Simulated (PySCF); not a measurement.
Highest occupied level (eV) of eight silicon and germanium compounds: PBE beside PBE0, computed with PySCF for isolated molecules in the bases named; differences from unrounded values. The eight are the first of their class met in an unordered collection, after screening for sound electronic states; none was chosen by its value. Each molecule has one DFT geometry for both levels.

| molecule | basis | PBE0 | PBE | difference |
|---|---|---|---|---|
| SiH₃Cl, SMILES [SiH3]Cl | def2-TZVPD | -9.06 | -7.70 | 1.36 |
| CH₃F₃Si, SMILES C([SiH](F)F)F | def2-TZVP | -9.16 | -7.55 | 1.61 |
| Si(CF3)(F)3 (CF6Si), SMILES FC(F)(F)[Si](F)(F)F | def2-TZVP | -10.72 | -8.95 | 1.78 |
| Si(CF3)(Cl)(H)2 (CH2ClF3Si), SMILES FC(F)(F)[SiH2]Cl | def2-TZVP | -9.34 | -7.84 | 1.50 |
| C2H6ClFOSi, SMILES [Si@@H]([C@@H](O)C)(F)Cl | def2-TZVP | -8.36 | -6.70 | 1.66 |
| C4H8OSi, SMILES C[SiH]1CC(=O)C1 | def2-TZVP | -6.97 | -5.50 | 1.47 |
| Si(H)2(OH)(SMe) (CH6OSSi), SMILES CS[SiH2]O | def2-TZVP | -7.07 | -5.85 | 1.22 |
| Cl₂FH₅Si₃, SMILES Cl[SiH]([SiH2][SiH2]F)Cl | def2-TZVP | -8.19 | -7.02 | 1.17 |

PBE lies below PBE0 in 0 and above it in 8 of the eight; the mean signed difference is 1.47 and the largest 1.78 eV.
